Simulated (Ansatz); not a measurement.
Reaction (formal hydrolysis of the Sn–C bond): `F[CH2][SnH2][Cl]` + H₂O → `[OH][SnH2][Cl]` + `CF`

Gas-phase electronic energies from Ansatz, PBE0-D4/def2-TZVP geometries. CCSD(T)/CBS adds triple-zeta CCSD(T) − MP2 to the extrapolated MP2 energy (def2 sets, frozen cores). This one scheme is used for every species. DFT in def2-TZVPP. Elements past krypton have def2 core potentials. For Sn outer-core shells are correlated without core-valence functions, which leaves a few kJ/mol of doubt a bond. Each species was taken in one conformer, which may not be the lowest.

```csv
level,ΔE (eV)
PBE0-D4,-0.55
ωB97M-V,-0.59
PBE,-0.57
PBE0,-0.57
SCS-MP2/def2-TZVPP,-0.66
SCS-MP2/def2-QZVPP,-0.66
MP2/CBS(def2),-0.61
CCSD/CBS(def2),-0.60
```

Task: What does CCSD(T)/CBS give? (Estimate.)

Result: The calculation gave: -0.59 eV. The listed levels differ from it by 0.04, 0.00, 0.02, 0.02, -0.07, -0.07, -0.02, -0.01 eV.

Largest T1 diagnostic among the species: 0.013.

In def2-TZVPP, CCSD(T) changes the Hartree–Fock value by +0.18 eV (the triples alone add +0.01 eV) and MP2 by +0.16 eV. The D4 term adds +0.04 eV with B3LYP and +0.02 eV with PBE0; it sums over pairs of atoms, weighted by their polarisabilities, and B3LYP, whose exchange is more repulsive, gets the larger term.

B3LYP here is the variant with VWN-RPA as its local correlation; programs differ in this.
